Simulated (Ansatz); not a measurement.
Geometry optimisation, Ansatz 0.2.0, RKS PBE-D4/6-31G.

Input:

```yaml
crystal:
  periodic: [false, false, false]
  atoms:
    - { symbol: Si, position_ang: [0.0, 0.0, 0.0] }
    - { symbol: C, position_ang: [0.0, 0.0, 1.87] }
    - { symbol: H, position_ang: [-0.9996, -0.3092, 2.2405] }
    - { symbol: H, position_ang: [0.7676, -0.7111, 2.2405] }
    - { symbol: H, position_ang: [0.232, 1.0203, 2.2405] }
    - { symbol: O, position_ang: [1.5842, 0.0, -0.5594] }
    - { symbol: H, position_ang: [1.9006, -0.9521, -0.6761] }
    - { symbol: O, position_ang: [-0.7913, 1.3709, -0.5594] }
    - { symbol: H, position_ang: [-1.7491, 1.1401, -0.7818] }
    - { symbol: O, position_ang: [-0.7913, -1.3709, -0.5594] }
    - { symbol: H, position_ang: [-1.2459, -1.8365, 0.2129] }
basis:
  gaussian: { orbitals: "6-31G" }
hamiltonian:
  xc: pbe
  dispersion: d4
relax:
  f_tol: 0.02
  max_steps: 40
```

Launched with:

```bash
$ ansatz run input.yaml --threads 1 --pin off --max-ram 2048MiB --backend cpu --events-out ev --progress --plain --runs-dir out
```

Where does it end, and by what steps?

It converged. The force dipped under the threshold on the way, but the program's further checks kept it going. Limits of this set-up: no polarisation functions. After 11 steps the energy has fallen by 0.673 eV; H9 moved furthest, 0.74 Å.

```csv
step,energy less start (eV),largest force component (eV/Å),accepted
0,0.0000,2.075,yes
1,-0.3103,1.179,yes
2,-0.4456,0.668,yes
3,-0.5336,0.434,yes
4,-0.5997,0.571,yes
5,-0.6417,0.390,yes
6,-0.6708,0.110,yes
7,-0.6730,0.014,yes
8,-0.6722,0.280,no
9,-0.6733,0.050,yes
10,-0.6734,0.022,yes
11,-0.6735,0.006,yes
```

```xyz
11
Properties=species:S:1:pos:R:3
Si -0.075 -0.144 0.205
C 0.026 0.070 2.068
H -0.982 0.093 2.511
H 0.604 -0.751 2.519
H 0.527 1.024 2.296
O 1.484 0.034 -0.515
H 1.745 -0.615 -1.205
O -1.193 1.064 -0.326
H -1.223 1.342 -1.266
O -0.542 -1.722 -0.355
H -1.464 -2.043 -0.264
```

Whether the end is a true minimum wasn't checked by a vibrational analysis.

Time of the run: 32 s on 1 thread of Arm Neoverse V2, with other jobs on the host, peak memory 0.14 GiB.
